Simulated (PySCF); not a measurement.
## A search over the determinants of TlI

Unrestricted PBE0; PySCF, scalar-relativistic core potentials, basis sets Tl def2-SVP with ECP60, I def2-SVP with ECP28. Outer shells of the fragments: Tl 5d10 6s2 6p1; I 4d10 5s2 5p5.

Followed along the bond (rough minima from three points):

```tsv
2Ms+1	unpaired	⟨S²⟩ at the start	R at minimum (Å)	Te (eV)
1	none	0.00	2.87	0.00
3	σ ↑, π ↑	2.01	3.06	3.48
```

Solutions found at the starting distance of 2.740 Å, counted from the lowest of them; the search is not exhaustive and high or unbound solutions are not listed, so other states can lie among these:

```csv
2Ms+1,unpaired,term,E (eV),⟨S²⟩,⟨Lz²⟩,μ (D)
1,none,¹Σ⁺,0.00,0.00,0.00,-3.75
3,"σ ↑, π ↑",³Π,3.53,2.01,1.00,-0.43
1,"σ ↓, π ↑",mixed,3.75,1.01,1.00,-0.11
3,π ↑↑,mixed,4.28,2.00,2.01,2.88
3,π ↑↑,mixed,4.42,2.00,2.01,2.89
3,σ ↑↑,³Σ⁺,5.10,2.00,0.00,0.70
```

A term symbol is given only where ⟨S²⟩ and ⟨Lz²⟩ are close to those of a pure state; real π, δ and φ orbitals otherwise mix terms. A positive dipole means Tl(−)I(+).

Problem. Compare the gap between the two lowest followed solutions at the starting distance with the gap between their minima.

Solution. At PBE0 the second solution (triplet, unpaired electrons σ ↑, π ↑) lies +3.53 eV from the first (singlet, closed shell) at 2.740 Å and +3.48 eV at the minima; the two curves relax by different amounts, since their minima lie near 3.06 and 2.87 Å.

Spin–orbit coupling is left out, which matters for elements this heavy, above all for dissociation energies. Counting both spins, an empty level lies below a filled one in some of these solutions, because spin and occupation are held.
